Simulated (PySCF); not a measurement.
## Interval between two levels of Hg⁺ by level of theory

Hg⁺ [Xe] 4f14 5d10 6s1 [2S1/2, M_J = 1/2] → Hg⁺ [Xe] 4f14 5d10 6p1 [2P3/2, M_J = 3/2], as a difference of total energies. Calculation: PySCF 2.14, in x2c-TZVPall-2c; the two-component X2C-1e Hamiltonian. Correlated levels: [Kr] 4d10 4f14 frozen; the 34 highest virtual spinors dropped. "Screened" scales the spin-orbit matrix elements by Boettger's factors to mimic the two-electron term; Breit and QED terms are absent.

```csv
method,interval between two levels (cm⁻¹)
GHF (screened spin-orbit),55490
GMP2 (screened spin-orbit),61339
```

Errors of the correlated levels include the incompleteness of this basis and the frozen core.

For comparison: 60608 cm⁻¹ (measured; NIST Handbook of Basic Atomic Spectroscopic Data (Sansonetti and Martin, J. Phys. Chem. Ref. Data 34, 1559 (2005))).
